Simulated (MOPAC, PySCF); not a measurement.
C$_{8}$H$_{20}$Sn, SMILES `[CH2](C)[Sn]([CH2]C)([CH2]C)[CH2]C`, neutral singlet in the gas phase. 

Z-matrix (Å, degrees):
```
Sn
C 1 2.1874
H 2 1.1024 1 107.63
H 2 1.1024 3 106.45 1 -115.17
C 2 1.5301 3 111.03 4 -120.94
H 5 1.1030 2 111.72 3 179.18
H 5 1.1031 6 106.94 2 -122.55
H 5 1.1044 6 107.01 7 -114.39
C 1 2.1875 2 108.60 3 -178.17
H 9 1.1024 1 107.67 2 -177.81
H 9 1.1024 10 106.45 1 -115.13
C 9 1.5301 10 111.02 11 -120.93
H 12 1.1030 9 111.72 10 179.20
H 12 1.1030 13 106.94 9 -122.56
H 12 1.1044 13 107.01 14 -114.38
C 1 2.1875 2 108.71 3 61.00
H 16 1.1025 1 107.61 2 178.75
H 16 1.1025 17 106.45 1 115.15
C 16 1.5302 17 111.03 18 120.93
H 19 1.1030 16 111.72 17 -179.14
H 19 1.1031 20 106.94 16 122.55
H 19 1.1044 20 107.01 21 114.39
C 1 2.1875 2 110.94 3 -58.56
H 23 1.1024 1 107.63 2 55.64
H 23 1.1025 24 106.44 1 115.11
C 23 1.5301 24 111.01 25 120.93
H 26 1.1030 23 111.73 24 60.96
H 26 1.1031 27 106.94 23 -122.57
H 26 1.1044 27 107.01 28 -114.38
```
Charge 0, spin multiplicity 1.

All levels are single points at this geometry (B3LYP-D3(BJ)/def2-SVP); Pople sets use spherical d functions. Orbital energies aren't observables, and empty levels follow the basis.

| level | HOMO (eV) | LUMO (eV) | gap (eV) | dipole (D) | vertical IE, Delta-SCF (eV) |
|---|---|---|---|---|---|
| ωB97X-D3(BJ)/def2-TZVP in PySCF | -9.32 | 2.38 | 11.70 | 0.01 | 8.99 |
| B3LYP/6-311+G** (LANL2DZ on Sn) in PySCF | -6.90 | -0.19 | 6.71 | 0.01 | – |
| B3LYP/6-31G* (LANL2DZ on Sn) in PySCF | -6.68 | 1.28 | 7.96 | 0.01 | 8.49 |
| M06-2X/6-31G* (LANL2DZ on Sn) in PySCF | -8.03 | 2.15 | 10.17 | 0.01 | – |
| PBE/6-31G* (LANL2DZ on Sn) in PySCF | -5.69 | 0.63 | 6.31 | 0.01 | – |
| AM1 in MOPAC | -9.03 | -0.01 | 9.02 | 0.02 | – |
